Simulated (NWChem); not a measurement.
methylammonium (CH$_{6}$N cation); SMILES C[NH3+]

```xyz
8

C      0.0000     0.0000     0.8146
N      0.0000     0.0000    -0.7025
H     -1.0168     0.1956     1.1548
H      0.6778     0.7828     1.1548
H      0.3391    -0.9784     1.1548
H     -0.6253    -0.7236    -1.0803
H      0.9394    -0.1797    -1.0803
H     -0.3140     0.9034    -1.0803
```
Atoms are numbered in this order, from 1.

Program: NWChem. Coordinates come from a B3LYP/6-31G* (spherical d) optimisation. Atomic charges in e: unrestrained fits to the electrostatic potential beside Mulliken populations; buried atoms are poorly determined by the fit.

### Question
Estimate the computed values for B3LYP/def2-SVP. Quantities: ESP C1; Mulliken C1; ESP N2; Mulliken N2; relative RMS misfit of the potential (%).

### Answer
```
Property                                  Value
----------------------------------------  -----
ESP C1                                    -0.04
Mulliken C1                                0.03
ESP N2                                    -0.16
Mulliken N2                               -0.02
relative RMS misfit of the potential (%)      2
```
